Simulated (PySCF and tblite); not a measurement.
Results of a calculation; reference values are marked as such.
C7H10OS, numbered as in [CH:1]#[C:2][C@H:3]1[CH2:4][CH2:5][S@:6](=[O:7])[CH2:8][CH2:9]1.

The ensemble was built from 60 distance-geometry starts (ETKDG, MMFF94s, GFN2-xTB) and rests on GFN2-xTB geometries. Free energies are PBE0-D3(BJ)/def2-SVP single points with GFN2-xTB rigid-rotor and vibrational terms (modes under about 100 cm⁻¹ blended into free rotors). Symmetry numbers and mirror images are counted. Conformers within 3 kcal/mol (GFN2-xTB free energy) were kept, 10 at most. Of two unlike H on one atom, a is the less shielded (KT2/6-31G*). Codes: tblite and PySCF.

An NOE distance is ⟨r⁻⁶⟩^(−1/6) over all pairs of like atoms and, for the average, over conformers.

The 6-ring runs over atoms 3–4–5–6–8–9.

| conformer | shape | weight % |
| --- | --- | --- |
| 1 | 6-ring chair (C2, O7 axial) | 99.9 |
| 2 | 6-ring chair (all substituents equatorial) | 0.1 |

(1) Which H–H contacts under 3.5 Å would NOEs report (pairs on one atom left out) at 298.15 K?

## Answers

(1) 
```csv
pair,in 1 (Å),in 2 (Å),average (Å)
H3 ··· H4b/H9b,2.46,3.06,2.46
H3 ··· H4a/H9a,2.47,2.49,2.47
H4b/H9b ··· H5b/H8b,2.75,3.34,2.75
H4a/H9a ··· H5b/H8b,2.78,2.86,2.78
H4b/H9b ··· H5a/H8a,2.87,2.80,2.87
H4a/H9a ··· H5a/H8a,3.32,2.76,3.32
```

Longer pairs under the limit may be missing.


Conformer gaps in def2-SVP on xTB geometries can be 2 kcal/mol too large for S=O, P=O and other polar bonds.